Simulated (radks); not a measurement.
Numerical settings for the technetium ion Tc3+, [Kr] 4d4. All-electron calculation, Dirac Kohn-Sham, PBE, spin-unpolarised, spherical densities, finite nucleus; open shells fill j = l - 1/2 first; Fermi nuclear charge, rms radius 4.4112 fm. Program: a radial shooting solver on a logarithmic mesh with Libxc functionals. The defaults (mesh step 0.008 in ln r, mesh end at 40 bohr or more with all orbitals vanishing there, Anderson mixing 0.5 over 9 steps, residual threshold near 1e-9 with the energy settled to 1e-9 hartree or 1e-11 of itself, here a cap of 72 iterations) give E = -4284.3366 hartree and 4d3/2 at -35.259 eV in 14 iterations. Run on one thread of a shared host, so times are rough (Arm Neoverse V1): 0.11 s of CPU time, 0.11 s wall, 14 iterations on 2189 mesh points. Changes against that run (0 stands for a change within the tolerance of the run):

| setting | iterations | converged | E (mhartree) | e(4d3/2) (meV) | CPU (s) |
|---|---|---|---|---|---|
| mesh step in ln r 0.03 | 14 | yes | +0.000213 | 0 | 0.04 |
| mesh step in ln r 0.003 | 15 | yes | 0 | 0 | 0.28 |
| mesh step in ln r 0.08 | 2 | no | diverged | - | 0.01 |
| mesh end (bohr) 3 | 15 | yes | +318 | +4.75e+03 | 0.1 |
| mesh end (bohr) 400 | 14 | yes | 0 | 0 | 0.11 |
| residual threshold 0.01 | 9 | yes | 0 | -0.00963 | 0.09 |
| residual threshold 1e-16 | 72 | no | 0 | 0 | 0.28 |
| mixing 1 | 13 | yes | 0 | 0 | 0.1 |
| linear mixing, mixing 0.05 | 72 | no | +0.0374 | -298 | 0.46 |
| linear mixing, mixing 1 | 72 | no | 0 | +0.566 | 0.5 |
| mixing history 3 | 15 | yes | 0 | 0 | 0.11 |
| iteration cap 2 | 2 | no | +2.09e+03 | -2.51e+04 | 0.02 |

Settings that end as converged yet miss the energy by more than 1 mhartree: mesh end (bohr) 3 (+0.318 hartree). A mesh that ends early acts as a hard wall.
